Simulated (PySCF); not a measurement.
Isomers of C6H8N2O2, mass 140.059 u with the commonest isotopes. Level of theory: PBE0/pcSseg-1 in PySCF (dipole) on a GFN2-xTB geometry, gas phase. One conformer each, none proved a minimum here; rigid rotors.

Problem. Order these by out-of-plane moment Σ m c² = (Ia + Ib − Ic)/2, smallest first.
A. `CN1C=C(C(=O)[O-])C=[N+]1C`
B. `[O:1]=[CH:2][NH:3][C@H:4]1[CH:5]=[CH:6][C@H:7]1[NH:8][CH:9]=[O:10]` with O1–C2–N3–C4 7°, C2–N3–C4–C5 -38°, C6–C7–N8–C9 167°, C7–N8–C9–O10 8°
C. `[CH3:1][O:2][c:3]1[n:4][n:5][c:6]([CH:7]2[CH2:8][CH2:9]2)[o:10]1` with C1–O2–C3–N4 0°, N5–C6–C7–C8 -145°

Solution. A (3.19 u·Å²), C (21.29 u·Å²), B (85.44 u·Å²).

Problem. Order these by rotational constant C, smallest first.
A. `[CH3:1][O:2][C:3](=[O:4])[c:5]1[cH:6][n:7][n:8]([CH3:9])[cH:10]1` with C1–O2–C3–O4 0°, O2–C3–C5–C6 -1°
B. `[O:1]=[CH:2][NH:3][C@H:4]1[CH:5]=[CH:6][C@H:7]1[NH:8][CH:9]=[O:10]` with O1–C2–N3–C4 7°, C2–N3–C4–C5 -38°, C6–C7–N8–C9 167°, C7–N8–C9–O10 8°
C. `Cn1cc(C(=O)[O-])c[n+]1C`
D. `[CH3:1][O:2][c:3]1[n:4][n:5][c:6]([CH:7]2[CH2:8][CH2:9]2)[o:10]1` with C1–O2–C3–N4 0°, N5–C6–C7–C8 -145°

Solution. A (625.4 MHz), C (665.5 MHz), D (689.4 MHz), B (1101 MHz).

Problem. Order these by radius of gyration √(Σ m r²/M), largest first.
A. `[O:1]=[CH:2][NH:3][C@H:4]1[CH:5]=[CH:6][C@H:7]1[NH:8][CH:9]=[O:10]` with O1–C2–N3–C4 7°, C2–N3–C4–C5 -38°, C6–C7–N8–C9 167°, C7–N8–C9–O10 8°
B. `[CH3:1][O:2][c:3]1[n:4][n:5][c:6]([CH:7]2[CH2:8][CH2:9]2)[o:10]1` with C1–O2–C3–N4 0°, N5–C6–C7–C8 -145°
C. `[CH3:1][O:2][C:3](=[O:4])[c:5]1[cH:6][n:7][n:8]([CH3:9])[cH:10]1` with C1–O2–C3–O4 0°, O2–C3–C5–C6 -1°

Solution. C (2.407 Å), B (2.321 Å), A (1.972 Å).

```json
{"SMILES": "O=CN[C@H]1C=C[C@H]1NC=O", "point group": "C1", "Ia (u·Å²)": "267.19", "Ib (u·Å²)": "362.77", "Ic (u·Å²)": "459.09", "κ": "-0.26", "μa (D)": "1.21", "μb (D)": "0.43", "μc (D)": "0.66"}
{"SMILES": "COc1nnc(C2CC2)o1", "point group": "Cs", "Ia (u·Å²)": "121.69", "Ib (u·Å²)": "653.98", "Ic (u·Å²)": "733.08", "κ": "-0.95", "μa (D)": "0.36", "μb (D)": "2.32", "μc (D)": "0.00"}
{"SMILES": "Cn1cc(C(=O)[O-])c[n+]1C", "point group": "C2v", "Ia (u·Å²)": "164.02", "Ib (u·Å²)": "601.75", "Ic (u·Å²)": "759.40", "κ": "-0.86", "μa (D)": "16.18", "μb (D)": "0.00", "μc (D)": "0.00"}
{"SMILES": "COC(=O)c1cnn(C)c1", "point group": "–", "Ia (u·Å²)": "118.31", "Ib (u·Å²)": "696.19", "Ic (u·Å²)": "808.12", "κ": "-0.94", "μa (D)": "1.44", "μb (D)": "0.35", "μc (D)": "0.03"}
```
